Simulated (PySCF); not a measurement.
How methods differ on the excitation energy of Mg

Mg [Ne] 3s2 (1S) → Mg [Ne] 3s1 3p1 (3P), as a difference of total energies. All numbers are calculated (PySCF 2.14, the spin-free X2C one-electron Hamiltonian (Gaussian nucleus), in x2c-TZVPPall (5s4p3d, 32 functions)). Correlated levels: valence: [Ne] frozen; valence and next inner shell: 1s2 frozen. The calculations carry no spin-orbit coupling.

```json
{"method": "UHF", "excitation energy (eV)": "1.831"}
{"method": "LDA", "excitation energy (eV)": "2.795"}
{"method": "PBE", "excitation energy (eV)": "2.658"}
{"method": "PBE0", "excitation energy (eV)": "2.565"}
{"method": "r2SCAN", "excitation energy (eV)": "2.396"}
{"method": "TPSSh", "excitation energy (eV)": "2.593"}
{"method": "TPSS", "excitation energy (eV)": "2.606"}
{"method": "r2SCANh", "excitation energy (eV)": "2.406"}
{"method": "MP2 (valence)", "excitation energy (eV)": "2.369"}
{"method": "SCS-MP2 (valence)", "excitation energy (eV)": "2.522"}
{"method": "MP2 (valence and next inner shell)", "excitation energy (eV)": "2.474"}
{"method": "SCS-MP2 (valence and next inner shell)", "excitation energy (eV)": "2.603"}
```

Problem. How much does correlation contribute at MP2 (valence and next inner shell)?

Solution. 2.474 − (1.831) = 0.643 eV, measured against UHF.

Errors of the correlated levels include the incompleteness of this basis and the frozen core.

The basis was made for the ground configuration and has no added diffuse functions, so the excitation energy can come out too high.

For comparison: 2.714 eV (measured; NIST levels, between the centres of gravity of the two terms).
